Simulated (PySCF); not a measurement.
**Partial charges of `CO[C@@H]1[C@H](Cl)[C@@H]1O[SiH2]O`**

C₄H₉ClO₃Si.
Structure used (GFN2-xTB), in Å, numbered top down from 1:
```xyz
18
C4H9ClO3Si angstrom
C      1.9957    1.3563   -0.6472
O      0.7023    0.8719   -0.3310
C      0.7147   -0.2988    0.4073
C      0.8998   -1.6366   -0.2817
Cl     1.0854   -1.6562   -2.0180
C     -0.4485   -1.2529    0.2723
O     -1.4658   -1.0097   -0.5953
Si    -2.6094    0.1673   -0.5626
O     -2.0018    1.6421   -0.2941
H      2.5505    0.6387   -1.2562
H      1.8457    2.2756   -1.2091
H      2.5612    1.5702    0.2664
H      1.1769   -0.1982    1.3905
H      1.4817   -2.4113    0.1976
H     -0.7599   -1.7578    1.1856
H     -3.5416   -0.0341    0.5416
H     -3.1330   -0.0391   -1.9017
H     -1.0625    1.7788   -0.4408
```

Density: PBE0/pcSseg-1 (PySCF); schemes: Mulliken, IAO, Hirshfeld and ESP-fitted. Isolated species at its GFN2-xTB geometry (one conformer only).

Task: Atoms with like bonding are taken together and averaged. For which atoms does the sign change between the 4 schemes (beyond +0.03 e in one, beyond −0.03 e in another)?

Result: C3. Atomic charges aren't observables, and each scheme defines them in its own way.

Task: Which atoms carry the highest charge in the Mulliken, IAO, Hirshfeld and ESP-fitted schemes?

Result: All schemes agree: Mulliken Si8 (+0.999); IAO Si8 (+1.219); Hirshfeld Si8 (+0.446); ESP-fitted Si8 (+0.869).

Task: At which atom do the 4 schemes differ most?

Result: At Si8: from +0.446 (Hirshfeld) to +1.219 e (IAO), 0.773 e apart.

Task: Give the atomic charges in each scheme.

Result: In e; atoms taken as equivalent share a row and are averaged (×n: the atom named and its like, n in all):

| atom | environment | Mulliken | IAO | Hirshfeld | ESP-fitted |
| --- | --- | --- | --- | --- | --- |
| C1 | methoxy carbon | -0.015 | -0.204 | -0.037 | -0.188 |
| O2 | ether oxygen | -0.527 | -0.363 | -0.098 | -0.125 |
| C3 | sp3 carbon bound to oxygen | +0.096 | +0.027 | +0.017 | -0.127 |
| C4 | sp3 C–Cl carbon | -0.204 | -0.185 | -0.036 | -0.189 |
| Cl5 | alkyl chlorine | -0.066 | -0.047 | -0.032 | -0.069 |
| C6 | sp3 carbon bound to oxygen | +0.189 | +0.069 | +0.028 | +0.137 |
| O7 | silyl ether oxygen | -0.596 | -0.610 | -0.212 | -0.452 |
| Si8 | oxygen-bound silicon | +0.999 | +1.219 | +0.446 | +0.869 |
| O9 | silanol oxygen | -0.564 | -0.807 | -0.322 | -0.683 |
| H10/H11/H12 | methyl hydrogen | +0.114 | +0.145 | +0.044 | +0.110 |
| H13 | methine hydrogen | +0.121 | +0.136 | +0.048 | +0.143 |
| H14 | methine hydrogen | +0.164 | +0.170 | +0.055 | +0.171 |
| H15 | methine hydrogen | +0.125 | +0.144 | +0.053 | +0.109 |
| H16 | Si–H hydrogen | -0.168 | -0.178 | -0.088 | -0.158 |
| H17 | Si–H hydrogen | -0.159 | -0.169 | -0.085 | -0.149 |
| H18 | hydroxyl hydrogen | +0.261 | +0.362 | +0.133 | +0.380 |

Mean size of the charges over all atoms: IAO 0.285 e, Mulliken 0.255 e, ESP-fitted 0.238 e, Hirshfeld 0.101 e. Each set sums to the total charge, 0, to within 0.001 e. The Mulliken scheme gives each basis function's population to the atom it is centred on and halves the overlap population of two atoms between them. The ESP scheme fits charges at the nuclei, held to the total charge, to the electrostatic potential on points at 1.4 to 2.0 times the van der Waals radii.

Some averages cover members that differ in this geometry: H10/H11/H12, IAO +0.130 to +0.163; H10/H11/H12, ESP-fitted +0.096 to +0.124; H10/H11/H12, Mulliken +0.098 to +0.125 e.

Task: How many electrons does the IAO scheme count on C4?

Result: Z − q = 6 − (-0.185) = 6.185.

Task: Sum the charges by element, for elements with more than one atom.

Result: 
```tsv
element	atoms	Mulliken	IAO	Hirshfeld	ESP-fitted
C	4	+0.067	-0.292	-0.029	-0.368
O	3	-1.686	-1.779	-0.632	-1.260
H	9	+0.686	+0.900	+0.247	+0.828
```

Task: How closely do the schemes follow one another over all atoms?

Result: Correlation coefficient and root-mean-square difference: IAO with Hirshfeld 0.99, 0.262 e; IAO with ESP-fitted 0.98, 0.119 e; Hirshfeld with ESP-fitted 0.98, 0.176 e; Mulliken with IAO 0.97, 0.107 e; Mulliken with Hirshfeld 0.96, 0.214 e; Mulliken with ESP-fitted 0.93, 0.132 e.
